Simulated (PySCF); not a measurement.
Si(F)2(Me)(NCO) (C2H3F2NOSi), SMILES C[Si](F)(F)N=C=O.

The structure is a stationary point at B3LYP-D3(BJ)/def2-SVP. The values are those of a single conformer.

Calculation: PySCF 2.14.0 with TDA-PBE/def2-SVPD.

Vertical excitations. Gas-phase values at a fixed geometry. State labels are in the subgroup Cs.

```tsv
state	symmetry	energy (eV)	λ (nm)	f	main pairs
S1	A"	7.08	175	0.000	HOMO→LUMO 89 %
S2	A'	7.26	171	0.003	HOMO→LUMO+1 56 %, HOMO−1→LUMO 38 %
S3	A"	7.31	170	0.002	HOMO−1→LUMO+1 86 %
S4	A'	7.36	169	0.013	HOMO→LUMO+2 86 %, HOMO−1→LUMO 13 %
S5	A"	7.41	167	0.002	HOMO−1→LUMO+2 96 %
S6	A'	8.18	152	0.003	HOMO→LUMO+3 98 %
S7	A"	8.24	151	0.002	HOMO−1→LUMO+3 66 %, HOMO−2→LUMO 34 %
S8	A"	8.26	150	0.004	HOMO−2→LUMO 65 %, HOMO−1→LUMO+3 34 %
S9	A'	8.31	149	0.037	HOMO−2→LUMO+1 93 %
S10	A'	8.53	145	0.091	HOMO−2→LUMO+2 98 %
T1	A'	6.47	192	0	HOMO−1→LUMO 60 %, HOMO→LUMO+1 34 %
T2	A"	6.71	185	0	HOMO→LUMO 70 %, HOMO−1→LUMO+1 27 %
T3	A'	6.72	184	0	HOMO→LUMO+1 57 %, HOMO−1→LUMO 38 %
T4	A"	7.13	174	0	HOMO−1→LUMO+1 71 %, HOMO→LUMO 28 %
```
Triplets are in the Tamm–Dancoff approximation.
